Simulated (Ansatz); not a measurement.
Ansatz (a program for electronic structure) input:

Ansatz 0.2 input:
```yaml
crystal:
  periodic: [false, false, false]
  atoms:
    - {symbol: Si, position_ang: [0.41461912, -0.24657735, 0.36204208]}
    - {symbol: F, position_ang: [-0.92783069, -0.92691346, -0.41534054]}
    - {symbol: F, position_ang: [0.32284718, 1.29476318, -0.33452072]}
    - {symbol: H, position_ang: [-0.35981604, 0.14143532, 1.68016218]}
basis:
  gaussian:
    orbitals: def2-TZVPD
hamiltonian:
  xc: {name: PBE0}
total_charge: -1
output: {forces: true}
```

Task: Predict the final energy.

Result: -489.69570 Eh (PBE0/def2-TZVPD). The basis has 132 functions.

It need not be the lowest isomer of its formula. Whether it binds its extra electron was not tested at this geometry.
